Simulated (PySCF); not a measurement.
A small calculation by hand: chemical shift, span and skew from a shielding tensor

CH2Li2, SMILES [Li][CH2][Li]. Atoms are numbered in the order given.

```xyz
5

C      0.0000     0.0000    -0.3338
H      0.0000     0.8865    -0.9947
H      0.0000    -0.8865    -0.9947
Li    -1.6603     0.0000     0.6653
Li     1.6603     0.0000     0.6653
```
Charge 0, spin multiplicity 1.

The structure is a stationary point at r2SCAN-D4/def2-TZVPD.

GIAO shieldings from HF/pcSseg-2 (PySCF), non-relativistic, no solvent. The symmetric part of the tensor of C1 has the principal values 168.1, 217.9, 250.6 ppm. The same nucleus in TMS has σ = 193.3 ppm at this level (PySCF, at its B3LYP-D3(BJ)/def2-TZVP geometry).

Problem. Work out the isotropic shielding, the ¹³C shift against TMS, the span and the skew.

Solution. 
σ(iso) = (σ11 + σ22 + σ33)/3 = 212.2 ppm. δ = σ(ref) − σ(iso) = 193.3 − (212.2) = -18.9 ppm.
Span Ω = σ33 − σ11 = 82.5 ppm. Skew κ = 3(σ(iso) − σ22)/Ω = -0.21. Tumbling in solution averages the tensor to δ; in a static solid the shielding alone would spread this spin-1/2 line over Ω.
